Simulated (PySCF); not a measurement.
Isomers of C3H12AsB and their computed core-level spectra.

Level of theory: delta-SCF UKS SCAN, pcX-2 on the ionised atom, pcseg-1 elsewhere, spin-free X2C (PySCF). Geometries: PBE0-D3(BJ)/def2-SVP; isolated species, one conformer each.

Line lists (1s up to Mg, 2p3/2 beyond, nothing for As; areas count atoms within a level, one atom standing for each set equivalent by bonding):
1. B 1s: 193.54 eV; C 1s: 290.98 (area 1), 291.07 (area 1), 291.20 (area 1) eV
2. B 1s: 193.52 eV; C 1s: 290.99 (area 2), 291.15 (area 1) eV
3. B 1s: 193.97 eV; C 1s: 289.27 (area 1), 290.02 (area 1), 290.31 (area 1) eV

Structures:
A. `CCC[BH2-][AsH3+]`
B. `[BH3-][AsH2+]C(C)C`
C. `[BH3-][AsH2+]CCC`

Task: Match each list to its structure.

Result: 
- 1 = C: another candidate has the same counts of sites, so positions decide. B 1s: 193.54 four-coordinate boron; C 1s: 290.98 methyl carbon, 291.07 chain CH2 carbon, 291.20 chain CH2 carbon.
- 2 = B: no other candidate has these counts of sites. B 1s: 193.52 four-coordinate boron; C 1s: 290.99 methyl carbon (×2), 291.15 sp3 CH carbon.
- 3 = A: another candidate has the same counts of sites, so positions decide. B 1s: 193.97 four-coordinate boron; C 1s: 289.27 sp3 carbon bound to boron, 290.02 chain CH2 carbon, 290.31 methyl carbon.
